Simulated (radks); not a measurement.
Values are calculated unless marked as measured or tabulated.
Ionisation of Bi+, [Hg] 6p2, to Bi2+, [Hg] 6p1, under several functionals. Scalar-relativistic Kohn-Sham, spin-polarised, spherical densities, finite nucleus; open shells are filled with parallel spins first (spin-orbit coupling, left out, can overturn this in heavy ions); a radial shooting solver on a logarithmic mesh with Libxc functionals.

| functional | E(Bi+) (hartree) | Exc (hartree) | IE (eV) | -e(HOMO) (eV) | <r> HOMO (bohr) | IE error (eV) |
|---|---|---|---|---|---|---|
| PW91 | -21525.9387 | -396.2009 | 15.838 | 12.101 | 2.780 | -0.865 |
| B86b exchange with PBE correlation | -21525.4710 | -395.7319 | 15.783 | 12.054 | 2.781 | -0.920 |
| BP86 | -21526.3696 | -396.6245 | 15.909 | 12.157 | 2.772 | -0.794 |
| MS2 meta-GGA | -21523.4889 | -392.9272 | 15.781 | 12.105 | 2.775 | -0.922 |
| PBE | -21524.0055 | -394.2700 | 15.762 | 12.038 | 2.782 | -0.941 |
| HCTH/407 | -21535.9988 | -406.7182 | 15.870 | 12.163 | 2.737 | -0.833 |
| XLYP | -21526.2055 | -396.4383 | 15.621 | 11.828 | 2.793 | -1.082 |
| LDA (Slater exchange, VWN5 correlation) | -21512.5924 | -382.9044 | 15.979 | 12.197 | 2.771 | -0.724 |

NIST Atomic Spectra Database: 16.703 eV (measured). Closest: LDA (Slater exchange, VWN5 correlation). The Delta-SCF values span 0.36 eV, the total energies 23.41 hartree. The highest occupied level is 6p. Open shells are spherical and high-spin; term and fine-structure splittings are not resolved. Spin-orbit splitting is averaged out at the scalar-relativistic level.
